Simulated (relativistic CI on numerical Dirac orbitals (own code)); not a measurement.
## Charge states of xenon

Computed by Dirac-Coulomb-Breit CI, separate exchange-only KLI orbitals for each configuration, model QED, valence Slater integrals scaled by 0.9 (own radial code, finite nucleus).

Each species is treated in one configuration, given outside its closed core. Radial values are for the open shell of highest l, unscaled and averaged over j; ζ includes the Breit term. Labels give the leading LS character, summed over repeated terms.

| Ion | Configuration | Its lowest level | LS weight (%) | g_J | g√(J(J+1)) | ⟨r⟩ (bohr) | ⟨r²⟩ (bohr²) | ζ (cm⁻¹) |
| --- | --- | --- | --- | --- | --- | --- | --- | --- |
| Xe48+ | 2s2.2p2 | ? | ? | ? | ? | ? | ? | ? |
| Xe49+ | 2s2.2p | 2P°_1/2 | 100 | 0.641 | 0.55 | 0.09384 | 0.01066 | 1.942e+06 |
| Xe50+ | 2s2 | 1S_0 | 100 |  | 0.00 |  |  |  |
| Xe51+ | 2s | 2S_1/2 | 100 | 1.976 | 1.71 | 0.1073 | 0.01355 |  |
| Xe52+ | 1s2 | 1S_0 | 100 |  | 0.00 |  |  |  |

Fill in the row of Xe48+.

Its lowest level 3P_0; LS weight (%) 71; g√(J(J+1)) 0.00; ⟨r⟩ (bohr) 0.09457; ⟨r²⟩ (bohr²) 0.01084; ζ (cm⁻¹) 1.905e+06.
